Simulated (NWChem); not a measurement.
# C2H4N3 cation; SMILES c1n[nH]c[nH+]1

```xyz
9

C     -1.0467     0.4578     0.0000
N     -0.8800    -0.8317     0.0000
N      0.4462    -0.9992     0.0000
C      1.1061     0.1449     0.0000
N      0.1669     1.0924     0.0000
H     -2.0093     0.9690     0.0000
H      0.8401    -1.9412     0.0000
H      2.1874     0.2842     0.0000
H      0.3334     2.0984     0.0000
```
Atoms are numbered in this order, from 1.

The geometry was optimised at PBE0/def2-SVP.

Q: Give the principal values of the shielding tensors (ppm) of C1, N2, N3, C4, N5 from B3LYP/6-311G** (spherical d), GIAO (NWChem), with their diamagnetic and paramagnetic parts as GIAO splits them.

A: 
```tsv
atom	σ11	σ22	σ33	isotropic	diamagnetic	paramagnetic
C1	-43.0	36.9	119.5	37.8	253.6	-215.8
N2	-337.4	-81.5	188.6	-76.8	318.9	-395.7
N3	-96.5	40.0	138.9	27.5	320.1	-292.7
C4	-27.6	12.9	137.3	40.9	252.5	-211.7
N5	-37.2	72.0	178.6	71.1	319.8	-248.7
```
